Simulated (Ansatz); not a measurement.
```yaml
crystal:
  periodic: [false, false, false]
  atoms:
    - {symbol: C, position_ang: [-1.085005, 0.777274, -0.589324]}
    - {symbol: S, position_ang: [-1.313470, -1.027722, -0.516106]}
    - {symbol: C, position_ang: [0.282438, -1.422514, 0.266702]}
    - {symbol: Sn, position_ang: [0.861547, 0.656173, 0.336675]}
    - {symbol: H, position_ang: [-1.084518, 1.147233, -1.614517]}
    - {symbol: H, position_ang: [-1.839153, 1.307774, -0.008215]}
    - {symbol: H, position_ang: [0.153343, -1.897530, 1.239097]}
    - {symbol: H, position_ang: [0.904286, -2.052135, -0.369516]}
    - {symbol: H, position_ang: [1.008738, 1.352226, 1.890280]}
    - {symbol: H, position_ang: [2.194792, 1.108022, -0.631976]}
basis:
  gaussian: {orbitals: def2-mTZVPP, point_charges: [{charge: 2.00, position_ang: [6.119, -0.097, -0.269]}]}
magnetization: {spin_polarized: true, initial_magnetization: 1}
hamiltonian: {xc: {name: B97M-V}}
```

```sh
$ ansatz run in.yaml --threads 4 --pin off --events-out ev --progress --plain --max-ram 10444MiB
```

(1) How does Ansatz answer? (Estimate.)

## Answers

(1) The calculation gave: The program refused the input.
```
Error: a molecule whose nuclei and cores have a total charge of 56 cannot have a net charge of 0 together with 1 unpaired electrons
```
